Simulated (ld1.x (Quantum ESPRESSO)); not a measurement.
## What the settings do to the RRKJ potential of beryllium (Be)

Base potential:

Be, norm-conserving RRKJ (Kleinman–Bylander form), made with ld1.x (Quantum ESPRESSO) 7.5 (PBE, scalar-relativistic). Core none, reference 1s2 2s2 2p0. Waves: 2p (bound, empty): rc 4.05 bohr; 1s (bound): rc 0.45 bohr. Local part: the s channel. Core correction: none.

Occupied shells without a wave of their own: 2s. They enter only through the test configuration that unscreens the potential.

All-electron outer shells of the reference configuration (PBE, scalar-relativistic, ld1.x):

```csv
shell,level (eV),outermost node (bohr),outermost maximum (bohr)
1s,-106.21,–,0.27
2s,-5.61,0.59,2.04
2p,-2.02,–,2.28
```

Cutoffs, loose and tight: the cutoffs (Ry, on a coarse ladder) from which the occupation-weighted sum of valence levels, in a spherical-Bessel basis at the reference potential, stays within 10 and 1 mRy of its value at 400 Ry. They do not see the model core or the augmentation charge, which bear on the density cutoff. Test errors are all-electron minus pseudo excitation energies from the reference, over the configurations 1s2 2s1 2p0; 1s2 2s0 2p0; 1s2 2s1.5 2p0; 1s2 2s1 2p1; 1s1 2s2 2p0; 1s2 2s0 2p1; 1s2 2s0 2p2. A dash means not determined; rows that change the core or the reference have their own tests. The largest error is taken over the tests solved by every variant that gives reliable tests at all: 1s1 2s2 2p0; 1s2 2s0 2p0; 1s2 2s1 2p0; 1s2 2s1.5 2p0.

A true bound ghost makes a file unfit for plane-wave use even where its test errors are small: the radial tests pick states by their node count and pass the ghost by. Where a test does run into it, the solver fails or the error is huge.

Cutoffs are not given where the Bessel-basis levels miss the radial ones by over 6 mRy, ghosts where they miss by over 20 mRy; a channel whose overlap is not positive is not tested.

| change | outcome | cutoff, loose | cutoff, tight | bound ghosts | largest test error (meV) |
| --- | --- | --- | --- | --- | --- |
| base | generated | over 300 Ry | over 300 Ry | none | +94 |
| wave 1s (bound): rc 0.45 bohr becomes 1s (bound): rc 0.58 bohr | generated | 260 Ry | over 300 Ry | none | +261 |
| non-relativistic | generated | over 300 Ry | over 300 Ry | none | +99 |
| functional PW91 | generated | over 300 Ry | over 300 Ry | none | +97 |
| wave 2p (bound): rc 4.05 bohr becomes 2p (bound): rc 4.36 bohr | generated | over 300 Ry | over 300 Ry | none | +94 |
| type TM; local potential all-electron potential smoothed inside 2.60 bohr (lloc = -2) | generated, misses its reference levels by 1.97 eV | over 300 Ry | over 300 Ry | none | +7399 |
| all radii scaled by about 1.21 (s 0.54, p 4.90 bohr) | generated | 260 Ry | over 300 Ry | none | +187 |
| wave 1s (bound): rc 0.45 bohr becomes 1s (bound): rc 0.34 bohr | generated | – | – | p | +20 |

Question: What comes out with this change to the base: wave 1s (bound): rc 0.45 bohr becomes 1s (bound): rc 0.66 bohr?

Answer: outcome: generated; cutoff, loose: 200 Ry; cutoff, tight: over 300 Ry; bound ghosts: none; largest test error (meV): +459.

Question: What comes out with this change to the base: all radii scaled by about 0.90 (s 0.40, p 3.64 bohr)?

Answer: outcome: generated; cutoff, loose: over 300 Ry; cutoff, tight: over 300 Ry; bound ghosts: none; largest test error (meV): +54.

Question: What comes out with this change to the base: reference 1s2 2s1.75 2p0.25?

Answer: outcome: generated; cutoff, loose: over 300 Ry; cutoff, tight: over 300 Ry; bound ghosts: none; largest test error (meV): +595.
